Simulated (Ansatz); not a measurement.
Ansatz results at the PBE0-D4/def2-TZVP geometry: HOMO–LUMO gap (PBE0/def2-TZVPP) 7.90 eV; HOMO energy (B3LYP/def2-TZVPP) -6.82 eV; LUMO energy (PBE0/def2-TZVPP) 0.84 eV.

Each molecule was computed in one conformer, which needn't be the lowest.

Q: Which molecule gave them?
A. `[CH3][Al]([OH])[SiH3]`
B. `C=CC(Cl)OC`
C. `N[CH2][GeH2][NH2]`
D. `[CH3][GeH]([NH2])[NH2]`

A: D. The others give `N[CH2][GeH2][NH2]`: 7.25, -6.44, 0.59; `[CH3][Al]([OH])[SiH3]`: 6.24, -7.11, -1.06; `C=CC(Cl)OC`: 7.40, -7.59, -0.43.

B3LYP here is the variant with VWN-RPA as its local correlation; programs differ in this.
